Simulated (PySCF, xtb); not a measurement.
C7H4N6, SMILES C1=CC2=NC=NC3=NC=NC(=N1)N23.

xtb with GFN2-xTB at its own geometry gives an orbital gap of 1.85 eV and a dipole moment of 2.77 D.

Geometry: B3LYP-D3(BJ)/def2-SVP.

**Question.** What does ωB97X/def2-SVP (PySCF) give? (Estimate from the structure and the level; the computed values follow.)

**Answer.** gap 7.85 eV (levels -8.73 and -0.88 eV), dipole 2.61 D.
